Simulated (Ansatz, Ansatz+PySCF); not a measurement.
```yaml
atoms:
  - { symbol: N, position_ang: [0.0000, 0.0000, -0.9331] }
  - { symbol: N, position_ang: [0.0000, 0.0000, 0.9331] }
```

Basis set: STO-3G (spherical functions). Frozen core: 2 orbitals. Charge 0, multiplicity 1.

Computed with Ansatz (development build ahead of 0.2.0); each method stands on the lowest determinant of its kind that the runs found. Restricted open shells among the atoms or ions are ROHF, correlated in semicanonical orbitals with singles. Restricted functionals stand beside restricted open-shell atoms, which can lie above the unrestricted atoms usual in DFT and then raise those values.

The atomization energy at this shape (free ground-state atoms in the same class of orbitals less the molecule, no zero-point energy) of singlet N₂:

| method | atomization energy |
| --- | --- |
| PBE0 (restricted) | -205.4 kJ/mol |
| UHF-CCSD(T) | 69.1 kJ/mol |
| UHF-MP2 | -2.2 kJ/mol |
| RHF-MP2 | -618.6 kJ/mol |
| RHF | -852.1 kJ/mol |
| UHF | -18.8 kJ/mol |

Question: What does PBE0 (unrestricted) give?

Answer: 145.0 kJ/mol. Caution for PBE0 (unrestricted), UHF-CCSD(T), UHF-MP2, UHF: the unrestricted determinant is a mixture of spin states. Caution for PBE0 (restricted), RHF-MP2, RHF: an unrestricted determinant lies well below; the molecule lies well above its atoms at this level. Caution for UHF-CCSD(T), UHF-MP2: bonds are stretched, where a single reference can fail. Caution for UHF-CCSD(T), UHF-MP2, RHF-MP2, RHF, UHF: the determinant may break the point group. Caution for UHF-CCSD(T): the program doubts this total. Caution for UHF-MP2, RHF-MP2: another reference gives a lower total. Caution for RHF-MP2: large amplitudes, a single reference is doubtful.

This basis has no polarisation functions and is too small for such energies, which can lie far from measured ones in either direction.
